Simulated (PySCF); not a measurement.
## Working out the ionisation energy of Ho

Ho [Xe] 4f11 6s2 (high-spin determinant) → Ho⁺ [Xe] 4f11 6s1 (high-spin determinant). All numbers are calculated (PySCF 2.14, scalar relativity by spin-free X2C-1e, in cc-pwCVTZ-X2C). Frozen: [Ar] 3d10. Energies in hartree (1 hartree = 27.21139 eV):

| part | Ho (lower) | Ho⁺ (upper) |
| --- | --- | --- |
| UHF | -12611.246874 | -12611.065692 |
| MP2 opposite-spin | -1.397821 | -1.367345 |
| MP2 same-spin | -0.813794 | -0.804884 |

Question: What does Hartree-Fock give?

Answer: (-12611.065692) − (-12611.246874) = 0.181182 hartree = 4.930 eV.

Question: What do MP2 and SCS-MP2 (6/5 opposite-spin, 1/3 same-spin) give?

Answer: The opposite-spin parts differ by 0.829 eV and the same-spin parts by 0.242 eV. MP2: 4.930 + (0.829) + (0.242) = 6.001 eV. SCS-MP2: 4.930 + 1.2 × (0.829) + (0.242)/3 = 6.005 eV.

A first-order spin-orbit estimate adds 0.000 eV to MP2 (valence and next inner shell), giving 6.001 eV against 6.021 eV (measured; NIST Atomic Spectra Database, ionization energies).

One determinant mixes LS terms, so it does not stand for a single term.

What remains against the reference includes basis incompleteness, the frozen core and correlation beyond second order.
